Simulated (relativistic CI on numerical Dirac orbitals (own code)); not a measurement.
# How well does a small relativistic CI reproduce I?

Computed by Dirac-Coulomb-Breit CI, KLI orbitals optimised for each configuration, a model potential for QED, valence Slater integrals scaled by 0.85, configuration energies shifted to the measured levels that pair with them (semi-empirical) (own radial code, finite nucleus).

CI space (outside the closed core [Kr] 4d10): 5s²5p⁵, 5s²5p⁴6s, 5s²5p⁴6p, 5s²5p⁴5d, 5s²5p⁴7p, 5s5p⁶, 5s²5p⁴7s, 5s²5p³5d², 5s²5p⁴6d, 5s²5p⁴4f, 5s²5p⁴7d, 5s²5p⁴5f, 5s²5p⁴5g, 5s²5p⁴6f, 5s²5p⁴7f. Levels of other configurations are missing.

```tsv
Configuration	Term (tabulated)	J	Measured (cm⁻¹)	Computed	Error	Purity (%)
5s²5p⁵	2P°	3/2	0.0	0	0	99
5s²5p⁵	2P°	1/2	7603.1	7688	85	99
5s²5p⁴6s	2[2]	5/2	54633.5	54123	-511	91
5s²5p⁴6s	2[0]	1/2	60896.2	60579	-317	84
5s²5p⁴6s	2[1]	1/2	63186.8	63068	-119	90
5s²5p⁴6p	2[2]°	5/2	64906.3	64871	-35	68
5s²5p⁴6p	2[2]°	3/2	64990.0	65025	35	51
5s²5p⁴6p	2[3]°	5/2	65644.5	65644	0	73
5s²5p⁴6p	2[3]°	7/2	65670.0	65570	-100	91
5s²5p⁴6p	2[1]°	1/2	65857.0	65853	-4	40
5s²5p⁴6p	2[1]°	3/2	67062.1	66832	-231	51
5s²5p⁴6s	2[2]	5/2	68587.9	69099	511	79
5s²5p⁴6p	2[0]°	1/2	71501.5	71671	170	54
5s²5p⁴6p	2[1]°	1/2	71813.9	71949	135	55
5s²5p⁴6p	2[1]°	3/2	71976.7	72073	96	64
5s²5p⁴6p	2[2]°	5/2	72529.2	72495	-34	59
5s²5p⁴6p	2[2]°	3/2	72807.1	72829	22	32
5s²5p⁴6p	2[1]°	3/2	73054.5	73001	-53	69
5s²5p⁴6p	2[1]°	1/2	73387.1	73371	-16	44
5s²5p⁴6p	2[1]°	3/2	78415.2	79693	1277	83
5s²5p⁴6p	2[3]°	5/2	78592.6	79649	1056	87
5s²5p⁴6p	2[3]°	7/2	79003.6	79940	936	89
5s²5p⁴6p	2[1]°	1/2	79701.6	80296	595	70
5s²5p⁴6p	2[2]°	3/2	80039.8	80874	834	84
5s²5p⁴6p	2[2]°	5/2	80125.4	80945	820	87
```

Measured levels from NIST Handbook of Basic Atomic Spectroscopic Data (Sansonetti and Martin, J. Phys. Chem. Ref. Data 34, 1559 (2005)); pairs were made by configuration, J and term (by order where the table uses no LS term), so strongly mixed levels may be paired wrongly.

Mean error by configuration (cm⁻¹): 5s²5p⁵ 85; 5s²5p⁴6s -109; 5s²5p⁴6p 290. Over the excited levels the mean absolute error is 333 cm⁻¹ (24 of the 33 excited levels that our extract of the source holds in range could be paired, and the others can miss by more), and the median relative error of those above 1,000 cm⁻¹ is 0.21 %, both after the shifts were fitted to these levels, so that a configuration with one level shows no error.

Transition probabilities of persistent lines. The last column rescales the computed rate by the cube of measured over computed energy:

| λ measured (Å) | Lower | Upper | A tabulated (s⁻¹) | A computed | A rescaled |
| --- | --- | --- | --- | --- | --- |
| 1830.38 vacuum | 5s²5p⁵ ²P°3/2 | 5s²5p⁴6s ²[2]5/2 | 1.60e+07 | 1.51e+07 | 1.56e+07 |

Configurations whose levels could be paired with our table of measured levels were shifted onto them, all but the ground configuration, by the median error of their levels; single terms can still be off by 1,000 to 2,000 cm⁻¹ or more, and rates follow the energies as ν³ (E1, M1) or ν⁵ (E2). The others borrow a shift and can be off by several thousand cm⁻¹ or more. The fine structure of a lone outer electron comes out too small, for d and f at times inverted, and misplaced configurations move strength between like terms. 24 of the 33 excited levels that our extract of the measured tables holds in this range could be paired (the sources list more); they are missed by 333 cm⁻¹ on average and 1277 at most, after the shifts were fitted to these levels, and levels without a partner can miss by more.

Shifts applied (cm⁻¹): 5s²5p⁵ 0; 5s²5p⁴6s -2896; 5s²5p⁴6p -1435.
